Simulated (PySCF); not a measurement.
C₆H₉NP₂.
Numbering: `[CH3:1][N:2]([CH3:3])[c:4]1[cH:5][p:6][cH:7][cH:8][p:9]1`

NICS = −σ at a ghost point: NICS(0) at the centroid of the ring atoms, NICS(1) 1 Å to either side along the normal of their mean plane, zz for the tensor component along that normal. Level: GIAO PBE0/pcSseg-1 (PySCF, non-relativistic, gas phase) on the GFN2-xTB geometry, one conformer.

Ring bond lengths (Å), with Mayer bond orders in brackets: C4–C5 1.391 (1.36), C5–P6 1.727 (1.37), P6–C7 1.734 (1.28), C7–C8 1.370 (1.51), C8–P9 1.730 (1.35), P9–C4 1.780 (1.16).

Problem. Give the NICS values of each ring in ppm.

Solution. 
```csv
ring,type,NICS(0),"NICS(1), two faces","NICS(1)zz, two faces",rms pucker (Å),"centre to ring atoms, mean (Å)"
C4–C5–P6–C7–C8–P9,6-membered ring with 2 P; formal bonds all aromatic,-6.5,-9.2 / -9.3,-21.8 / -22.0,0.00,1.61
```

Problem. What can be read from them?

Solution. 
- C4–C5–P6–C7–C8–P9: mean NICS(1)zz -21.9 ppm, shielded.

Problem. And the bond-length index? HOMA takes Krygowski's 1993 parameters.

Solution. 
- C4–C5–P6–C7–C8–P9: HOMA 0.79; the largest term is that of P9–C4, α(R − Ropt)² = 0.81.

Rough CPU time on one thread of a shared machine: about 1.9 min. This is the whole shielding run at PBE0/pcSseg-1, SCF included.

Conformer computed: `[CH3:1][N:2]([CH3:3])[c:4]1[cH:5][p:6][cH:7][cH:8][p:9]1`: C1–N2–C4–C5 -5°.
